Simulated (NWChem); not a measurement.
Species: SiAsH5O; SMILES O[SiH2][AsH2]

```xyz
8

Si    -0.5184     1.1935     0.0069
O      0.7845     2.2317     0.0774
As     0.0207    -1.1167     0.0145
H     -1.3299     1.4873     1.2192
H     -1.3471     1.4233    -1.2199
H      1.4462     2.1403    -0.6146
H      1.1320    -0.9117     1.0388
H      0.9811    -0.9512    -1.1614
```
Atoms are numbered in this order, from 1.

Level: PBE0/def2-SVP (NWChem), optimised geometry, unscaled harmonic frequencies. 

```csv
frequency (cm⁻¹),IR intensity (km/mol)
147,3.0
162,15.4
239,122.3
351,10.1
415,19.2
574,42.9
672,35.1
759,37.2
827,120.9
891,322.7
901,30.7
939,67.1
997,42.4
2205,105.8
2207,58.4
2227,107.8
2266,118.5
3932,98.4
```

```
Quantity                                                                            Value
-----------------------------------------------------------------------  ----------------
zero-point energy                                                           29.6 kcal/mol
thermal correction to the enthalpy at 298.15 K (with zero-point energy)     33.9 kcal/mol
heat capacity Cv                                                         19.7 cal/(mol K)
entropy at 298.15 K and 1 atm (symmetry number 1)                        77.1 cal/(mol K)
dipole moment                                                                      1.40 D
```

Rigid rotor and harmonic oscillator.
